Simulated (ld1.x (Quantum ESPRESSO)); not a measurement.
# What the settings do to the TM semilocal potential of Nd (Z = 60)

Base potential:

Nd, norm-conserving Troullier–Martins (semilocal form), made with ld1.x (Quantum ESPRESSO) 7.5 (PBEsol, scalar-relativistic). Core [Kr] 4d10, reference 4f4 5s2 5p6 5d0 6s0 6p0 (charge +2). Waves: 5s (bound): rc 2.30 bohr; 5p (bound): rc 2.15 bohr; 4f (bound): rc 1.55 bohr; 5d (bound, empty): rc 2.30 bohr. Local part: the d channel. Core correction: Bessel-smoothed model core inside 1.15 bohr.

Cutoffs, loose and tight: the cutoffs (Ry, on a coarse ladder) from which the occupation-weighted sum of valence levels, in a spherical-Bessel basis at the reference potential, stays within 10 and 1 mRy of its value at 400 Ry. They do not see the model core or the augmentation charge, which bear on the density cutoff. Test errors are all-electron minus pseudo excitation energies from the reference, over the configurations 4f4 5s2 5p6 5d0 6s2 6p0; 4f4 5s2 5p6 5d0 6s1 6p0; 4f3 5s2 5p6 5d0 6s0 6p0; 4f5 5s2 5p6 5d0 6s0 6p0; 4f4 5s2 5p5 5d0 6s2 6p0; 4f4 5s2 5p6 5d0 6s0 6p1; 4f3 5s2 5p6 5d1 6s1 6p0. A dash means not determined; rows that change the core or the reference have their own tests. The largest error is taken over the tests solved by every variant that gives reliable tests at all: 4f3 5s2 5p6 5d0 6s0 6p0; 4f3 5s2 5p6 5d1 6s1 6p0; 4f4 5s2 5p5 5d0 6s2 6p0; 4f4 5s2 5p6 5d0 6s1 6p0; 4f4 5s2 5p6 5d0 6s2 6p0.

In the semilocal form every listed channel keeps its own potential, so the choice of the local channel does not act on these tests. It acts once the file is put into the separable form.

A semilocal file is local in each channel, so a ghost entry of none says nothing of the separable form that plane-wave codes build from it.

On the changes marked as counting shells twice: ld1.x takes every shell without a wave as core, so the model core holds the marked electrons as well and exchange and correlation see them twice. This cancels in the reference configuration, but the file is broken for other ones, and its errors say nothing about a proper core correction.

```csv
change,outcome,"cutoff, loose","cutoff, tight",bound ghosts,largest test error (meV)
base,generated,160 Ry,200 Ry,none,+2532
wave 5s (bound): rc 2.30 bohr becomes 5s (bound): rc 1.64 bohr,generated,160 Ry,200 Ry,none,+226
core correction Bessel-smoothed model core inside 1.42 bohr,generated,160 Ry,200 Ry,none,+2535
wave 5d (bound): rc 2.30 bohr becomes 5d (bound): rc 3.36 bohr,generated,160 Ry,200 Ry,none,+2532
wave 5p (bound): rc 2.15 bohr becomes 5p (bound): rc 1.88 bohr,generated,160 Ry,200 Ry,none,+2525
reference 4f3 5s2 5p6 5d1 6s2 6p0 (6s counted twice),"generated, misses its reference levels by 0.99 eV",160 Ry,180 Ry,none,-3321 over the solved tests; 3 of 7 tests not solved or not reliable
functional PW91,generated,160 Ry,200 Ry,none,+2521
local potential the f channel,generated,160 Ry,200 Ry,none,+2532
"all radii but the core radius scaled by about 0.86 (s 1.98, p 1.84, d 1.98, f 1.34 bohr)",generated,200 Ry,230 Ry,none,+924
```

What comes out with this change to the base: wave 4f (bound): rc 1.55 bohr becomes 4f (bound): rc 1.24 bohr?

outcome: generated; cutoff, loose: 230 Ry; cutoff, tight: 260 Ry; bound ghosts: none; largest test error (meV): +2532.

What comes out with this change to the base: form changed from semilocal to separable (Kleinman–Bylander), still TM?

outcome: generated; cutoff, loose: 160 Ry; cutoff, tight: 230 Ry; bound ghosts: none; largest test error (meV): -1755.

What comes out with this change to the base: core [Kr] 4d10 5s2, valence charge 12; reference 4f3 5p6 5d1 6s2 6p0; waves now 6s (bound): rc 2.90 bohr; 5p (bound): rc 2.65 bohr; 5d (bound): rc 2.65 bohr; 4f (bound): rc 1.10 bohr; local potential the f channel; core correction Bessel-smoothed model core inside 0.85 bohr?

outcome: generated; cutoff, loose: 260 Ry; cutoff, tight: 300 Ry; bound ghosts: none; largest test error (meV): -455 over the solved tests; 1 of 7 tests not solved or not reliable.
